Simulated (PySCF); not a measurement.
# Deuteron quadrupole couplings in `CC(C)[Si]1(Cl)[SiH2][SiH2][SiH2]1`

Species: C3H13ClSi4.
Cartesian coordinates in Å at the GFN2-xTB level; atoms count from 1:
```
atom  x, y, z in Å
C1    -2.3854   -1.1814    0.5178
C2    -1.6546    0.0153   -0.0863
C3    -1.4567    1.0963    0.9708
Si4    0.0441   -0.4939   -0.8385
Cl5   -0.4199   -1.8058   -2.3657
Si6    1.6341   -1.2786    0.7453
Si7    3.0094    0.5600    0.2035
Si8    1.4878    1.2931   -1.4430
H9    -1.8066   -1.6090    1.3355
H10   -3.3570   -0.8813    0.9099
H11   -2.5457   -1.9555   -0.2297
H12   -2.2896    0.4306   -0.8778
H13   -2.4144    1.4097    1.3847
H14   -0.9665    1.9718    0.5495
H15   -0.8429    0.7226    1.7888
H16    2.2097   -2.6093    0.5168
H17    1.1753   -1.3635    2.1406
H18    4.3649    0.2377   -0.2615
H19    3.2665    1.5024    1.3014
H20    0.9496    2.6522   -1.2854
H21    1.9891    1.3035   -2.8224
```

Level: PBE0/pcSseg-1 (PySCF, non-relativistic); Q(2H) = 0.00286 b; rigid geometry, the same for H and D, with no vibrational averaging.

Problem. Rank these positions by the coupling χzz of a deuteron there, largest first.
A. H12 (methine hydrogen)
B. H18 (Si–H hydrogen)
C. H10 (methyl hydrogen)

Solution. C (210 kHz), A (201 kHz), B (110 kHz).

Problem. Tabulate Vzz, the asymmetry η and χzz = 234.96 MHz × Q × Vzz for every hydrogen position.

Solution. 
```json
{"atom": "H9", "bonded to": "C1", "bond length (Å)": "1.089", "Vzz (au)": "0.3111", "η": "0.03", "χzz (kHz)": "209"}
{"atom": "H10", "bonded to": "C1", "bond length (Å)": "1.090", "Vzz (au)": "0.3119", "η": "0.02", "χzz (kHz)": "210"}
{"atom": "H11", "bonded to": "C1", "bond length (Å)": "1.088", "Vzz (au)": "0.3113", "η": "0.02", "χzz (kHz)": "209"}
{"atom": "H12", "bonded to": "C2", "bond length (Å)": "1.096", "Vzz (au)": "0.2986", "η": "0.02", "χzz (kHz)": "201"}
{"atom": "H13", "bonded to": "C3", "bond length (Å)": "1.089", "Vzz (au)": "0.3125", "η": "0.02", "χzz (kHz)": "210"}
{"atom": "H14", "bonded to": "C3", "bond length (Å)": "1.088", "Vzz (au)": "0.3129", "η": "0.02", "χzz (kHz)": "210"}
{"atom": "H15", "bonded to": "C3", "bond length (Å)": "1.089", "Vzz (au)": "0.3113", "η": "0.02", "χzz (kHz)": "209"}
{"atom": "H16", "bonded to": "Si6", "bond length (Å)": "1.468", "Vzz (au)": "0.1648", "η": "0.01", "χzz (kHz)": "111"}
{"atom": "H17", "bonded to": "Si6", "bond length (Å)": "1.471", "Vzz (au)": "0.1625", "η": "0.01", "χzz (kHz)": "109"}
{"atom": "H18", "bonded to": "Si7", "bond length (Å)": "1.469", "Vzz (au)": "0.1638", "η": "0.00", "χzz (kHz)": "110"}
{"atom": "H19", "bonded to": "Si7", "bond length (Å)": "1.470", "Vzz (au)": "0.1634", "η": "0.00", "χzz (kHz)": "110"}
{"atom": "H20", "bonded to": "Si8", "bond length (Å)": "1.470", "Vzz (au)": "0.1631", "η": "0.01", "χzz (kHz)": "110"}
{"atom": "H21", "bonded to": "Si8", "bond length (Å)": "1.468", "Vzz (au)": "0.1647", "η": "0.01", "χzz (kHz)": "111"}
```

Problem. Average by the element that carries the hydrogen.

Solution. on C: 208 kHz over 7 positions, mean bond length 1.090 Å; on Si: 110 kHz over 6 positions, mean bond length 1.469 Å.

Problem. A static deuteron (I = 1) shows a doublet split by (3/2)χ, (3/4)χ(1 + η) and (3/4)χ(1 − η) with the field along z, y and x of the gradient. What are these for H20?

Solution. With |χ| = 109.6 kHz and η = 0.009: 164, 83 and 81 kHz, to first order and without motion.

Isolated species at its GFN2-xTB geometry (one conformer only). GFN2-xTB bond lengths can be off by several hundredths of an ångström, more for odd bonds, and the gradients follow them. A larger basis could move these couplings by a tenth or more.

The run behind these numbers computed NMR shieldings as well. On Intel Xeon 6975P-C, one thread (shared host), this took 50 s wall (grids of density and orbitals included) and 1.1 GiB of memory at its peak.
